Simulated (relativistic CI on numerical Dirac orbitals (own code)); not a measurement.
**Radial parameters of Yb⁴⁹⁺**

Calculated at this level of theory: Dirac-Coulomb-Breit CI, KLI orbitals optimised for each configuration, model QED, unscaled Slater integrals (own radial code, finite nucleus).

Slater integrals F^k, G^k are unscaled and averaged over j, outside the closed core [Ne]; ζ comes from projecting the Hamiltonian with its Breit term on Σ l·s of the shell.

- 3s²3p⁶3d³: F^2(3d,3d) = 571430, F^4(3d,3d) = 369450, ζ(3d) = 184180 cm⁻¹; <r>(3d) = 0.1792, <r^2>(3d) = 0.03716 (bohr units).
- 3s²3p⁵3d⁴: ζ(3p) = 1.3649e+06, F^2(3d,3d) = 570590, F^4(3d,3d) = 368880, F^2(3p,3d) = 491360, G^1(3p,3d) = 519000, G^3(3p,3d) = 347830, ζ(3d) = 182640 cm⁻¹; <r>(3p) = 0.2012, <r^2>(3p) = 0.04687, <r>(3d) = 0.1794, <r^2>(3d) = 0.03726 (bohr units).
- 3s3p⁶3d⁴: F^2(3d,3d) = 570280, F^4(3d,3d) = 368680, G^2(3s,3d) = 397250, ζ(3d) = 183450 cm⁻¹; <r>(3s) = 0.2047, <r^2>(3s) = 0.04789, <r>(3d) = 0.1795, <r^2>(3d) = 0.0373 (bohr units).

Task: Give the Racah parameters of the d shell in 3s²3p⁶3d³.

Result: B = F²/49 − 5F⁴/441 = 7473 cm⁻¹ and C = 35F⁴/441 = 29321 cm⁻¹.

Averages of the first 10 configurations, taken without configuration mixing, which lowers the lowest level and can move excited configurations by several eV; other configurations of the list can lie among them:

```json
{"Configuration": "3s²3p⁶3d³", "Parity": "even", "States": "120", "Average energy above the lowest level (eV)": "108.0"}
{"Configuration": "3s²3p⁵3d⁴", "Parity": "odd", "States": "1260", "Average energy above the lowest level (eV)": "506.8"}
{"Configuration": "3s3p⁶3d⁴", "Parity": "even", "States": "420", "Average energy above the lowest level (eV)": "883.1"}
{"Configuration": "3s²3p⁶3d²4s", "Parity": "even", "States": "90", "Average energy above the lowest level (eV)": "1823.4"}
{"Configuration": "3s²3p⁶3d²4p", "Parity": "odd", "States": "270", "Average energy above the lowest level (eV)": "1966.1"}
{"Configuration": "3s²3p⁶3d²4d", "Parity": "even", "States": "450", "Average energy above the lowest level (eV)": "2125.1"}
{"Configuration": "3s²3p⁵3d³4s", "Parity": "odd", "States": "1440", "Average energy above the lowest level (eV)": "2212.3"}
{"Configuration": "3s²3p⁶3d²4f", "Parity": "odd", "States": "630", "Average energy above the lowest level (eV)": "2246.2"}
{"Configuration": "3s²3p⁵3d³4p", "Parity": "even", "States": "4320", "Average energy above the lowest level (eV)": "2355.4"}
{"Configuration": "3s3p⁶3d³4s", "Parity": "even", "States": "480", "Average energy above the lowest level (eV)": "2590.7"}
```
